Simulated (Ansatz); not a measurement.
**Energy profile**

The step: GaH₃ + HCl → GaH₂Cl ([Cl][GaH2]) + H₂; bonds formed: Ga1–Cl6, H2–H5; bonds broken: Ga1–H2, H5–Cl6 (atoms numbered as in the saddle structure below).

Ga1  (-0.434, 0.532, 0.157)
H2  (0.488, 0.198, -1.209)
H3  (0.259, 1.564, 1.086)
H4  (-1.918, 0.120, -0.030)
H5  (0.807, -0.763, -0.588)
Cl6  (0.797, -1.652, 0.583)
(Å)

Electronic energies by CCSD(T) at an estimated basis limit (MP2 extrapolated from triple and quadruple zeta, plus CCSD(T) − MP2 in triple zeta), on PBE0-D4/def2-TZVP structures; GaH$_{4}$Cl, singlet; no counterpoise correction. Ansatz 0.2.0; basis: def2-TZVPP and def2-QZVPP; cores frozen in the correlated methods. Filled d shells of the heavier atoms are correlated. The def2 sets are not built for correlating such inner shells, so the correlated values are less sure here. Extrapolation: Hartree–Fock as exp(−7.88 √X), correlation as X^−2.97.

Q: Give the profile in kJ/mol, counted from the separated reactants. (To be estimated.)

A: Computed:
```csv
point,kJ/mol
"separated: GaH$_{3}$ (Ga1, H2, H3, H4; singlet) + HCl (H5, Cl6; singlet)",0.0
start structure,-23.6
saddle,10.5
end structure,-122.0
"separated: GaH$_{2}$Cl (linked as [Cl][GaH2]; Ga1, H3, H4, Cl6; singlet) + H$_{2}$ (H2, H5; singlet)",-115.3
```

The T1 diagnostic stays at or below 0.013.

For scale, one of the runs: CCSD(T)/def2-TZVPP, 146 basis functions, launched by `ansatz run in.yaml --threads 2 --pin off --events-out ev --progress --plain --max-ram 4352MiB`. Time: 17 s of wall clock on 2 CPU threads of an Arm Neoverse V2; the host was shared. Peak host memory: 0.84 GiB.
